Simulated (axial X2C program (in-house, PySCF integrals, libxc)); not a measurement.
# MnCl⁺: cheaper levels and CCSD(T), two-component

All values were computed with an in-house relativistic program for diatomic molecules. Two-component (2c) means X2C with spin–orbit coupling and atomic mean-field two-electron Coulomb and Gaunt terms. Basis: Mn dyall-cv3z [9s10p6d3f2g], Cl dyall-av3z [9s8p3d2f] (cores contracted in-house); Gaussian nuclei, density fitting, unrestricted open shells. Masses: Mn 54.938 u, Cl 34.969 u.

State: Ω = 5/2 (⟨Sz⟩ = 2.50, ⟨Lz⟩ = 0.00 at HF); fragments Mn+ + Cl.

```tsv
level	Re (Å)	ωe (cm⁻¹)	De (eV)
PBE0	2.097	481.6	3.03
HF	2.182	460.0	1.41
CCSD	2.136	468.0	2.71
PW91	2.082	476.7	3.52
```

Correlated methods: 13 electrons correlated (number of frozen shells: Mn 3 s, 2 p; Cl 2 s, 1 p), 261 virtual spin orbitals or spinors in MP2, 90 natural virtuals in coupled cluster.

CCSD(T), same Hamiltonian and basis:

Re = 2.135 Å, ωe = 466.0 cm⁻¹, De = 2.82 eV; T1 = 0.017 (Lee–Taylor normalisation).

Give the differences from CCSD(T) in the columns below.



| level | ΔRe (Å) | Δωe (cm⁻¹) | ΔDe (eV) |
| --- | --- | --- | --- |
| PBE0 | -0.038 | 16 | 0.21 |
| HF | 0.047 | -6 | -1.41 |
| CCSD | 0.001 | 2 | -0.11 |
| PW91 | -0.053 | 11 | 0.70 |

Occupations by symmetry block were frozen at the best pattern of an incomplete PBE0 search. De is counted from the lowest determinant-based energies of the atoms at the same level, without counterpoise correction. Density functionals use the spin component along the axis (collinear). CCSD and (T) use frozen natural virtuals with an MP2 correction for the truncation; (T) itself is uncorrected, so its De runs slightly low. In 2c an atomic determinant is not the ground J level, so De misses part of the atomic spin–orbit lowering. This holds for PBE0, PW91. The functionals have no current-density term, which raises determinants with orbital currents, atoms included. With several unpaired electrons one determinant need not be a pure state. This is the top spin component of a Σ state; components of lower Ω are not single determinants and can lie lower. The stretched end of a curve changes character and is left out.
